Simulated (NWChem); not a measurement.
Program: NWChem. System: Sb, charge 0, spin multiplicity 4. Its SCF solution wasn't tested for a lower state. Level: UHF/def2-TZVP with def2 effective core potentials on Sb.

Part of the output:

```
             Northwest Computational Chemistry Package (NWChem) 7.3.0
             --------------------------------------------------------

                                NWChem Input Module
                                -------------------

 Scaling coordinates for geometry "geometry" by  1.889725989
 (inverse scale =  0.529177249)

                             Geometry "geometry" -> ""
                             -------------------------

 Output coordinates in angstroms (scale by  1.889725989 to convert to a.u.)

  No.       Tag          Charge          X              Y              Z
 ---- ---------------- ---------- -------------- -------------- --------------
    1 Sb                  51.0000     0.00000000     0.00000000     0.00000000

 Effective nuclear repulsion energy (a.u.)       0.0000000000

            Nuclear Dipole moment (a.u.)
            ----------------------------
        X                 Y               Z
 ---------------- ---------------- ----------------
     0.0000000000     0.0000000000     0.0000000000

      Symmetry information
      --------------------

 Group name             D2h
 Group number             26
 Group order               8
 No. of unique centers     1

      Symmetry unique atoms

     1


 Summary of "ao basis" -> "" (spherical)
 ------------------------------------------------------------------------------
       Tag                 Description            Shells   Functions and Types
 ---------------- ------------------------------  ------  ---------------------
 *                         def2-tzvp                  on all atoms

 Summary of "ao basis" -> "ao basis" (spherical)
 ------------------------------------------------------------------------------
       Tag                 Description            Shells   Functions and Types
 ---------------- ------------------------------  ------  ---------------------
 Sb                        def2-tzvp                16       50   6s5p3d2f

                                 NWChem SCF Module
                                 -----------------

  ao basis        = "ao basis"
  functions       =    50
  atoms           =     1
  alpha electrons =    13
  beta  electrons =    10
  charge          =   0.00
  wavefunction    = UHF
  use symmetry    = T
  symmetry adapt  = T

 Summary of "ao basis" -> "ao basis" (spherical)
 ------------------------------------------------------------------------------
       Tag                 Description            Shells   Functions and Types
 ---------------- ------------------------------  ------  ---------------------
 Sb                        def2-tzvp                16       50   6s5p3d2f

      Symmetry analysis of basis
      --------------------------

        ag         12
        au          2
        b1g         3
        b1u         9
        b2g         3
        b2u         9
        b3g         3
        b3u         9

 Forming initial guess at       0.1s

   Symmetry analysis of molecular orbitals - initial alpha
   -------------------------------------------------------

  Numbering of irreducible representations:

     1 ag          2 au          3 b1g         4 b1u         5 b2g
     6 b2u         7 b3g         8 b3u

  Orbital symmetries:

     1 ag          2 b3u         3 b2u         4 b1u         5 b2g
     6 b3g         7 ag          8 ag          9 b1g        10 ag
    11 b3u        12 b2u        13 b1u        14 b2u        15 b3u
    16 b1u        17 b2g        18 b3g        19 b1g        20 ag
    21 ag         22 ag         23 b1u

   Symmetry analysis of molecular orbitals - initial beta
   ------------------------------------------------------

  Numbering of irreducible representations:

     1 ag          2 au          3 b1g         4 b1u         5 b2g
     6 b2u         7 b3g         8 b3u

  Orbital symmetries:

     1 ag          2 b2u         3 b3u         4 b1u         5 ag
     6 b3g         7 b2g         8 b1g         9 ag         10 ag
    11 b1u        12 b2u        13 b3u        14 b3u        15 b2u
    16 b1u        17 b2g        18 b3g        19 ag         20 b1g
    21 ag         22 ag         23 au

 Starting SCF solution at       0.1s

 ----------------------------------------------
[...]
                    UHF Final Alpha Molecular Orbital Analysis
                    ------------------------------------------

 Vector   11  Occ=1.000000D+00  E=-3.341005D-01  Symmetry=b3u
              MO Center= -1.8D-19,  1.2D-33,  1.4D-33, r^2= 2.7D+00
   Bfn.  Coefficient  Atom+Function         Bfn.  Coefficient  Atom+Function
  ----- ------------  ---------------      ----- ------------  ---------------
    16      0.577648  1 Sb px                10     -0.394701  1 Sb px
    13      0.340267  1 Sb px                19      0.251065  1 Sb px

 Vector   12  Occ=1.000000D+00  E=-3.341005D-01  Symmetry=b2u
              MO Center= -4.3D-30,  4.1D-19, -5.8D-35, r^2= 2.7D+00
   Bfn.  Coefficient  Atom+Function         Bfn.  Coefficient  Atom+Function
  ----- ------------  ---------------      ----- ------------  ---------------
    17      0.577648  1 Sb py                11     -0.394701  1 Sb py
    14      0.340267  1 Sb py                20      0.251065  1 Sb py

 Vector   13  Occ=1.000000D+00  E=-3.341005D-01  Symmetry=b1u
              MO Center=  1.2D-19,  1.5D-19, -1.7D-20, r^2= 2.7D+00
   Bfn.  Coefficient  Atom+Function         Bfn.  Coefficient  Atom+Function
  ----- ------------  ---------------      ----- ------------  ---------------
    18      0.577648  1 Sb pz                12     -0.394701  1 Sb pz
    15      0.340267  1 Sb pz                21      0.251065  1 Sb pz

 Vector   14  Occ=0.000000D+00  E= 1.950196D-01  Symmetry=b2u
              MO Center= -1.9D-31, -1.9D-22,  4.0D-36, r^2= 8.7D+00
   Bfn.  Coefficient  Atom+Function         Bfn.  Coefficient  Atom+Function
  ----- ------------  ---------------      ----- ------------  ---------------
    20      1.639932  1 Sb py                17     -1.423693  1 Sb py
    11      0.197229  1 Sb py

 Vector   15  Occ=0.000000D+00  E= 1.950196D-01  Symmetry=b3u
              MO Center= -1.2D-20, -1.1D-36,  4.6D-37, r^2= 8.7D+00
   Bfn.  Coefficient  Atom+Function         Bfn.  Coefficient  Atom+Function
  ----- ------------  ---------------      ----- ------------  ---------------
    19      1.639932  1 Sb px                16     -1.423693  1 Sb px
    10      0.197229  1 Sb px

 Vector   16  Occ=0.000000D+00  E= 1.950196D-01  Symmetry=b1u
              MO Center=  1.2D-24,  1.5D-24, -3.3D-21, r^2= 8.7D+00
   Bfn.  Coefficient  Atom+Function         Bfn.  Coefficient  Atom+Function
  ----- ------------  ---------------      ----- ------------  ---------------
    21      1.639932  1 Sb pz                18     -1.423693  1 Sb pz
    12      0.197229  1 Sb pz

                     UHF Final Beta Molecular Orbital Analysis
                     -----------------------------------------

 Vector    8  Occ=1.000000D+00  E=-1.607730D+00  Symmetry=b2g
              MO Center= -3.6D-20, -4.1D-26,  3.6D-26, r^2= 3.4D-01
   Bfn.  Coefficient  Atom+Function         Bfn.  Coefficient  Atom+Function
  ----- ------------  ---------------      ----- ------------  ---------------
    25      0.917030  1 Sb d  1

 Vector    9  Occ=1.000000D+00  E=-1.607730D+00  Symmetry=ag
              MO Center=  4.7D-19,  4.4D-19, -5.6D-19, r^2= 3.4D-01
   Bfn.  Coefficient  Atom+Function         Bfn.  Coefficient  Atom+Function
  ----- ------------  ---------------      ----- ------------  ---------------
    24      0.917027  1 Sb d  0

 Vector   10  Occ=1.000000D+00  E=-5.076789D-01  Symmetry=ag
              MO Center=  4.8D-22,  1.8D-21, -3.2D-21, r^2= 1.6D+00
   Bfn.  Coefficient  Atom+Function         Bfn.  Coefficient  Atom+Function
  ----- ------------  ---------------      ----- ------------  ---------------
     5      0.765107  1 Sb s                  3     -0.508111  1 Sb s
     6      0.490009  1 Sb s                  2      0.476140  1 Sb s
     4     -0.368990  1 Sb s                  1     -0.235206  1 Sb s

 Vector   11  Occ=0.000000D+00  E= 2.738937D-02  Symmetry=b2u
              MO Center=  7.6D-36, -4.3D-21,  2.2D-34, r^2= 4.5D+00
   Bfn.  Coefficient  Atom+Function         Bfn.  Coefficient  Atom+Function
  ----- ------------  ---------------      ----- ------------  ---------------
    20      0.728610  1 Sb py                11     -0.295081  1 Sb py
    14      0.284832  1 Sb py                17      0.161860  1 Sb py

 Vector   12  Occ=0.000000D+00  E= 2.738937D-02  Symmetry=b3u
              MO Center= -2.4D-21,  1.1D-30, -5.0D-30, r^2= 4.5D+00
   Bfn.  Coefficient  Atom+Function         Bfn.  Coefficient  Atom+Function
  ----- ------------  ---------------      ----- ------------  ---------------
    19      0.728610  1 Sb px                10     -0.295081  1 Sb px
    13      0.284832  1 Sb px                16      0.161860  1 Sb px

 Vector   13  Occ=0.000000D+00  E= 2.738937D-02  Symmetry=b1u
              MO Center=  5.6D-22, -6.4D-21, -7.7D-21, r^2= 4.5D+00
   Bfn.  Coefficient  Atom+Function         Bfn.  Coefficient  Atom+Function
  ----- ------------  ---------------      ----- ------------  ---------------
    21      0.728610  1 Sb pz                12     -0.295081  1 Sb pz
    15      0.284832  1 Sb pz                18      0.161860  1 Sb pz

 center of mass
 --------------
 x =   0.00000000 y =   0.00000000 z =   0.00000000

 moments of inertia (a.u.)
 ------------------
           0.000000000000           0.000000000000           0.000000000000
           0.000000000000           0.000000000000           0.000000000000
           0.000000000000           0.000000000000           0.000000000000

  Mulliken analysis of the total density
  --------------------------------------

    Atom       Charge   Shell Charges
 -----------   ------   -------------------------------------------------------
    1 Sb  23    23.00   0.16 -0.66  1.57  0.93  1.11  0.90 -0.46  6.43  0.77  1.65  0.61  9.03  0.94  0.03  0.00  0.00

  Mulliken analysis of the alpha density
  --------------------------------------

    Atom       Charge   Shell Charges
 -----------   ------   -------------------------------------------------------
    1 Sb  23    13.00   0.08 -0.33  0.78  0.46  0.54  0.47 -0.24  3.23  0.75  1.65  0.61  4.49  0.50  0.02  0.00  0.00

   Mulliken analysis of the beta density
   -------------------------------------

    Atom       Charge   Shell Charges
 -----------   ------   -------------------------------------------------------
    1 Sb  23    10.00   0.08 -0.33  0.79  0.47  0.57  0.43 -0.22  3.20  0.03 -0.00  0.00  4.55  0.44  0.01  0.00  0.00

   Mulliken analysis of the spin density
   -------------------------------------

    Atom       Charge   Shell Charges
 -----------   ------   -------------------------------------------------------
    1 Sb  23     3.00  -0.00  0.00 -0.01 -0.01 -0.03  0.04 -0.02  0.03  0.72  1.65  0.61 -0.06  0.05  0.01  0.00 -0.00

       Multipole analysis of the density wrt the origin
       ------------------------------------------------

     L   x y z        total         alpha         beta         nuclear
     -   - - -        -----         -----         ----         -------
     0   0 0 0     -0.000000    -13.000000    -10.000000     23.000000

     1   1 0 0      0.000000      0.000000     -0.000000      0.000000
     1   0 1 0     -0.000000     -0.000000     -0.000000      0.000000
     1   0 0 1      0.000000     -0.000000      0.000000      0.000000

     2   2 0 0    -19.761448    -14.706819     -5.054629      0.000000
     2   1 1 0      0.000000      0.000000     -0.000000      0.000000
     2   1 0 1      0.000000      0.000000     -0.000000      0.000000
     2   0 2 0    -19.761448    -14.706819     -5.054629      0.000000
     2   0 1 1      0.000000      0.000000     -0.000000      0.000000
     2   0 0 2    -19.761448    -14.706819     -5.054629      0.000000

 Task  times  cpu:        0.6s     wall:        0.6s

 Total times  cpu:        0.7s     wall:        0.7s
```

Problem. Write an NWChem input that would produce this output.

Solution. Several could match; the one computed here: 
```
start mol
memory heap 200 mb stack 900 mb global 1100 mb
geometry units angstroms nocenter noautoz
  Sb     0.000000     0.000000     0.000000
  symmetry group D2h
end
basis spherical
  * library def2-tzvp
end
ecp
  Sb library def2-ecp
end
scf
  uhf
  nopen 3
  maxiter 100
  thresh 1e-7
  semidirect memsize 60000000 filesize 0
  # guess.movecs holds the orbitals of an unrestricted PBE0 run
  vectors input guess.movecs output mol.movecs
end
task scf energy
```
